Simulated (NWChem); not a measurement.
LaCl2F; SMILES [Cl][La]([Cl])[F]

```xyz
4

La    -0.2532    -0.1563     0.0000
F     -2.3001     0.3875     0.0000
Cl     1.0334     0.1595    -2.2568
Cl     1.0334     0.1595     2.2568
```
Atoms are numbered in this order, from 1.

All runs: NWChem. All runs use the structure optimised with PBE0/def2-SVP. No frequency run checked for a minimum. def2 effective core potentials on La; no spin-orbit coupling. Ions are spin-unrestricted doublets at the neutral geometry; other ion states weren't tried.

Task: Predict the results for PBE/def2-SVP. Quantities: −ε(HOMO) (eV).

Result: 
```json
{
  "−ε(HOMO) (eV)": "7.17"
}
```
